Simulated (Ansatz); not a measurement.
Hg(OH)2 (HgO₂H₂), relaxed as a singlet with RKS r2SCAN-D4/def2-TZVP in Ansatz, starting from the GFN2-xTB geometry. Force threshold 0.02 eV/Å.

In the def2 sets Hg takes a core potential; there is no spin–orbit coupling.

Start:

```
atom    x (Å)    y (Å)    z (Å)
 Hg1   0.0687   0.1679  -0.1701
  O2  -1.8183   0.0349  -0.1388
  H3  -2.3380   0.5807  -0.7376
  O4   1.6098  -0.5530   0.6547
  H5   2.4778  -0.2305   0.3918
```

Task: Estimate the energy that the relaxation releases and the steps that it takes.

Result: 0.72 eV, in 15 steps; 13 s on 4 threads of Arm Neoverse V2 on a shared host. The force fell under the threshold at step 6, but the optimiser went on and released 0.014 eV more. No frequencies were taken in this run, so the end may be a saddle point.

Task: Does the start keep its bonding and symmetry?

Result: By distances, no bond broke or formed. The bond that changes most is Hg1–O4, from 1.89 to 1.97 Å (atoms count from 1). Point group C2v at the start, C2 at the end, both within 0.05 Å.

Task: Predict the relaxed structure.

Result: 
```tsv
atom	x (Å)	y (Å)	z (Å)
Hg1	-0.055	-0.136	0.135
O2	-1.958	0.330	-0.033
H3	-2.149	0.470	-0.969
O4	1.800	-0.724	0.424
H5	2.362	0.061	0.443
```
Bond lengths: 2 × Hg–O 1.97 Å; 2 × H–O 0.97 Å.
